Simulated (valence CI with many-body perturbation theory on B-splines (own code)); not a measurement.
E1 line list for Ti XVII

Calculated by configuration interaction combined with many-body perturbation theory (CI+MBPT): four valence electrons over a frozen Dirac-Fock core [He], a basis of 11 s, 11 p, 9 d, 7 f, 5 g, 2 h, 1 i functions for each j, with the one-electron correlation potential Σ1 (screened to all orders), the two-electron term Σ2, the three-electron term Σ3, Breit, model QED; selected single and double excitations, second order for the rest (own B-spline code, finite nucleus).

No measured spectrum was set against this ion. As an estimate, levels of excited configurations hold to 0.05 to 0.15 % of their energy, terms of the ground configuration to about 0.5 %.

Lines 101 to 150 of 238 in falling wavelength, among levels below 53.828 Ry, chosen from the strongest by gf and those to the six lowest levels. Wavelengths and rates use the calculated energies, so an error of 400 cm⁻¹ moves a line at 127.7 Å by 0.051 % and its rate by three times that or more. Electric multipoles are in the length gauge, E1 and E2 with the static RPA response of the core. Weak lines are less certain than strong ones. Lines between different terms over intervals too small for the method are left out, as are lines whose strength nearly cancels. Where a level lies close to another of its J and parity, the split of strength between their lines is uncertain. The highest levels of a list are the least certain.

Names give the largest LS component (configuration and term), which can be under half, so a name can repeat, a term be missing and a line seem to break the LS rules; names also repeat where a configuration has a term twice. Letters in brackets count levels of one name in rising energy.

```tsv
λ vac (Å)	Upper	Lower	A (s⁻¹)	S (a.u.)
127.7	2s2p³ ³S°_1	2s²2p² ³P_2	4.40e+10	1.36e-01
126.6	2s2p³ ¹D°_2	2s²2p² ³P_2	2.74e+09	1.37e-02
124.5	2s2p³ ¹P°_1	2s²2p² ¹D_2	4.75e+10	1.36e-01
123.6	2s2p³ ³S°_1	2s²2p² ³P_1	2.17e+10	6.07e-02
119.2	2s2p³ ³S°_1	2s²2p² ³P_0	7.64e+09	1.92e-02
109.4	2s2p³ ¹P°_1	2s²2p² ³P_1	1.98e+09	3.84e-03
106.6	2p⁴ ³P_2	2s2p³ ⁵S°_2	3.27e+08	9.79e-04
20.39	2s2p²3s ³P_2	2s2p³ ³P°_2	4.48e+11	9.37e-03
20.36	2s²2p3s ³P°_1	2s²2p² ¹S_0	1.98e+10	2.48e-04
20.29	2s2p²3s ¹D_2	2s2p³ ¹D°_2	5.13e+11	1.06e-02
20.08	2s²2p3s ¹P°_1	2s²2p² ¹S_0	3.77e+11	4.51e-03
20.06	2s2p²3s ³P_1 [a]	2s2p³ ³D°_2	7.77e+11	9.29e-03
19.98	2s2p²3s ³P_2	2s2p³ ³D°_3	6.74e+11	1.33e-02
19.96	2s2p²3d ³P_2	2s2p³ ³S°_1	3.09e+11	6.07e-03
19.95	2s²2p3s ³P°_1	2s²2p² ¹D_2	7.65e+10	8.98e-04
19.86	2s2p²3s ³D_2	2s2p³ ³P°_2	3.45e+11	6.67e-03
19.85	2s2p²3s ³D_3	2s2p³ ³P°_2	2.77e+11	7.49e-03
19.75	2s²2p3s ³P°_2	2s²2p² ¹D_2	7.88e+10	1.50e-03
19.68	2s²2p3s ¹P°_1	2s²2p² ¹D_2	1.18e+12	1.33e-02
19.61	2s²2p3s ³P°_1	2s²2p² ³P_2	5.14e+11	5.74e-03
19.54	2s²2p3s ³P°_0	2s²2p² ³P_1	1.01e+12	3.71e-03
19.51	2s²2p3s ³P°_1	2s²2p² ³P_1	2.03e+11	2.24e-03
19.49	2s2p²3s ⁵P_1	2s2p³ ⁵S°_2	7.57e+11	8.30e-03
19.46	2s2p²3s ³D_3	2s2p³ ³D°_3	9.80e+11	2.50e-02
19.46	2s2p²3s ³D_1	2s2p³ ³D°_1	6.18e+11	6.74e-03
19.44	2s2p²3s ³D_2	2s2p³ ³D°_2	5.42e+11	9.83e-03
19.43	2s2p²3s ³D_3	2s2p³ ³D°_2	3.10e+11	7.86e-03
19.43	2s²2p3s ³P°_2	2s²2p² ³P_2	7.00e+11	1.27e-02
19.41	2s2p²3s ⁵P_2	2s2p³ ⁵S°_2	7.77e+11	1.40e-02
19.40	2s²2p3s ³P°_1	2s²2p² ³P_0	3.30e+11	3.57e-03
19.40	2s2p²3s ³S_1	2s2p³ ³P°_2	6.96e+11	7.52e-03
19.37	2s2p²3d ³P_2	2s2p³ ³P°_2	9.75e+11	1.75e-02
19.35	2s2p²3d ³P_2	2s2p³ ³P°_1	8.90e+11	1.59e-02
19.33	2s²2p3s ³P°_2	2s²2p² ³P_1	2.69e+11	4.80e-03
19.31	2s2p²3s ⁵P_3	2s2p³ ⁵S°_2	8.12e+11	2.02e-02
19.26	2s2p²3d ³P_1	2s2p³ ³P°_0	1.06e+12	1.12e-02
19.26	2s2p²3d ⁵P_1	2s2p³ ³P°_0	5.92e+11	6.26e-03
19.25	2s²2p3s ¹P°_1	2s²2p² ³P_1	4.47e+10	4.73e-04
19.22	2s2p²3d ³P_0	2s2p³ ³P°_1	3.07e+12	1.07e-02
19.15	2s²2p3s ¹P°_1	2s²2p² ³P_0	1.23e+10	1.28e-04
18.98	2s2p²3d ³P_2	2s2p³ ³D°_1	8.23e+11	1.39e-02
18.98	2s2p²3d ³P_2	2s2p³ ³D°_2	5.74e+11	9.68e-03
18.95	2s²2p3d ³D°_1	2s²2p² ¹S_0	8.01e+10	8.07e-04
18.91	2s2p²3d ³F_2	2s2p³ ³D°_1	2.50e+12	4.17e-02
18.91	2s2p²3d ³F_2	2s2p³ ³D°_2	6.72e+11	1.12e-02
18.88	2s2p²3d ³F_3	2s2p³ ³D°_3	2.89e+11	6.72e-03
18.85	2s2p²3d ³F_3	2s2p³ ³D°_2	3.61e+12	8.36e-02
18.77	2s²2p3d ³P°_1	2s²2p² ¹S_0	2.77e+10	2.71e-04
18.75	2s²2p3d ³F°_2	2s²2p² ¹D_2	6.05e+11	9.84e-03
18.68	2s²2p3d ³F°_3	2s²2p² ¹D_2	1.59e+11	3.58e-03
```
